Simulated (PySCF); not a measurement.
TlN⁻ at ROHF-MP2

Computed with ROHF-MP2; basis Tl aug-cc-pVDZ-PP with ECP60, N aug-cc-pVDZ; scalar-relativistic core potentials; PySCF 2.14.

```
state                    : ²Π (doublet), unpaired electrons π ↑
bond length              : 2.167 Å
harmonic wavenumber      : 491 cm⁻¹
force constant           : 1.87 mdyn/Å
rotational constant Be   : 0.2738 cm⁻¹
well depth De to Tl⁻ + N : 204 kJ/mol
dissociation energy D0   : 201 kJ/mol
```

Correlated steps freeze 5 core orbitals. Correlated levels converge slowly with the basis: in double zeta they bind strong bonds too weakly, by up to about 1 eV, and carry superposition errors of some tenths. Spin–orbit coupling is left out, which matters for elements this heavy, above all for dissociation energies. For an ion De counts to the pair picked by the measured ionisation energies or electron affinities, which need not be the lowest pair at this level. The state is the lowest determinant that a PBE0 search found; another state may lie lower at other levels.
